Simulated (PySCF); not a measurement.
B(Cl)(Br)(OMe) (CH3BBrClO), SMILES ClB(Br)OC.

The structure is a stationary point at B3LYP-D3(BJ)/def2-SVP. The values are those of a single conformer.

Two levels are set side by side: PBE/def2-TZVP (PySCF) and M06-2X/def2-TZVP (PySCF). Same geometry, gas phase. Differences are taken from unrounded values.

| quantity | PBE |
|---|---|
| orbital gap (eV) | 5.72 |
| highest occupied level (eV) | -7.10 |
| lowest empty level (eV) | -1.38 |
| dipole moment (D) | 2.41 |
| mean polarisability (bohr³) | 63.6 |

**Question.** These are the PBE values. What does M06-2X give? (The exact figures need the calculation; the answer reports its results.)

**Answer.** 
```json
[
 {"quantity": "orbital gap (eV)", "M06-2X": "10.15", "PBE minus M06-2X": "-4.42"},
 {"quantity": "highest occupied level (eV)", "M06-2X": "-9.70", "PBE minus M06-2X": "2.60"},
 {"quantity": "lowest empty level (eV)", "M06-2X": "0.45", "PBE minus M06-2X": "-1.82"},
 {"quantity": "dipole moment (D)", "M06-2X": "2.50", "PBE minus M06-2X": "-0.09"},
 {"quantity": "mean polarisability (bohr³)", "M06-2X": "60.5", "PBE minus M06-2X": "3.1"}
]
```

PBE's occupied levels lie high since its potential decays too fast outside the molecule; exact exchange lowers them and widens the gap. Loosely held outer electrons make PBE densities more polarisable. Differences between two approximate levels are no errors against the true value.

Rough cost on one machine, each run with all the roots and properties that it gave: M06-2X against PBE about 3 times.
